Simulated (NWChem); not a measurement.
CCl3 cation

```xyz
4

Cl    -1.5920     0.4266     0.0000
C      0.0000     0.0000     0.0000
Cl     0.4266    -1.5920     0.0000
Cl     1.1654     1.1654     0.0000
```
Atoms are numbered in this order, from 1.

Computed with NWChem. Coordinates come from a PBE0/def2-SVP optimisation. Level: B3LYP/def2-SVP with COSMO at NWChem's default radii, gas-phase geometry; rows give the dielectric constant. Reactions with the solvent are ignored.

| dielectric constant | electrostatic solvation energy (kcal/mol) |
|---|---|
| 1.5 | -19.9 |
| 2.0 | -29.8 |
| 3.9 | -44.4 |
| 4.8 | … |
| 20.7 | -56.9 |

### Question
What belongs in the gaps?

### Answer

- 4.8, electrostatic solvation energy (kcal/mol): -47.3
